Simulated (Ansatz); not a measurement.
Program: Ansatz. Geometries: PBE0-D4/def2-TZVP. ΔE: electronic, gas phase. CBS: MP2 limit from def2 TZ/QZ plus the TZ coupled-cluster correction, frozen cores. This one scheme is used for every species. DFT in def2-TZVPP. One conformer a species, not always the lowest.

`O[SiH](Cl)[SiH2]Cl` → `O[SiH](Cl)Cl` + `[SiH2]`  (silylene formation by 1,1-elimination)

Problem. Is it downhill or uphill in electronic energy at CCSD(T)/CBS, and by how much? (Best estimate.)

Solution. Ansatz gave: Uphill: ΔE = +2.24 eV.

Problem. What do these levels give: revPBE-D4, r2SCANh-D4, B2PLYP, PBE0, r2SCANh, CAM-B3LYP, LC-ωPBE, MP2/def2-SVP, HF/def2-TZVPP, SCS-MP2/def2-QZVPP, HF/CBS(def2), CCSD/CBS(def2)? (Estimate.)

Solution. Computed: revPBE-D4 2.33, r2SCANh-D4 2.46, B2PLYP 2.16, PBE0 2.35, r2SCANh 2.43, CAM-B3LYP 2.17, LC-ωPBE 2.43, MP2/def2-SVP 2.16, HF/def2-TZVPP 1.97, SCS-MP2/def2-QZVPP 2.24, HF/CBS(def2) 1.97, CCSD/CBS(def2) 2.18 eV.

Largest T1 diagnostic among the species: 0.014.

Leaving LDA and LC-ωPBE aside and taking each functional with its dispersion term where it has one, the values, not all of them listed here, spread over 0.32 eV, from ωB97M-V to r2SCAN-D4. LDA lies +0.30 eV from PBE without D4. From PBE to PBE0 (25 % exact exchange), in def2-TZVPP and without D4, ΔE moves by +0.05 eV.
